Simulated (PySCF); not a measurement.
Species: C3H5AlBrF.
Structure used (PBE0-D3(BJ)/def2-SVP), in Å, numbered top down from 1:
```xyz
11
C3H5AlBrF angstrom
F      0.4410    1.3835   -0.7529
C      1.3403    0.7943    0.1400
C      1.0093   -0.3910    0.6295
C     -0.2674   -1.0668    0.2348
Al    -1.3055    0.2647   -0.8041
Br    -2.6664    1.5798    0.4651
H      2.1996    1.4424    0.2976
H      1.7158   -0.8416    1.3363
H     -0.8043   -1.4038    1.1375
H     -0.0392   -1.9812   -0.3419
H     -1.5863    0.1919   -2.3573
```

Theory: PBE0-D3(BJ)/def2-SVP geometry optimisation, gas phase (PySCF).

Q: Which atoms are bound to Al5, and at what distances?

A: 3 atoms: H11 1.580 Å, C4 1.982 Å, Br6 2.279 Å. The nearest atom not counted as bound is F1, at 2.07 Å.

Q: List the angles at Al5.

A: 
| angle | degrees | distance of the outer atoms (Å) |
| --- | --- | --- |
| C4–Al5–H11 | 125.3 | 3.17 |
| Br6–Al5–H11 | 117.9 | 3.33 |
| C4–Al5–Br6 | 114.1 | 3.58 |

Q: What is the shape at Al5?

A: Almost planar: angles 125.3°, 117.9° and 114.1°, sum 357.3°, 0.18 Å off the plane of its three neighbours.

Q: What are the other bond lengths?

A: F1–C2 1.398 Å; C2=C3 1.324 Å; C3–C4 1.497 Å; C2–H7 1.088 Å; C3–H8 1.096 Å; C4–H9, C4–H10 1.104 Å.

Q: Give some angles away from the centre.

A: F1–C2–C3 116.9°, C2–C3–C4 121.3°, C3–C4–Al5 106.4°.

Q: What are the rotational constants (commonest isotopes, rigid rotor)?

A: A = 3738, B = 1009, C = 952.2 MHz: a near-prolate asymmetric top.

Point group: C1 (no symmetry element, even within 0.4 Å). Charge 0, singlet. Not checked by PBE0-D3(BJ)/def2-SVP frequencies.

Hardware: one thread of an Arm Neoverse V1, on a shared host. Cost: 2.2 min wall, 0.51 GiB resident at most. These figures are those of the optimisation.

One conformer stands for the species.
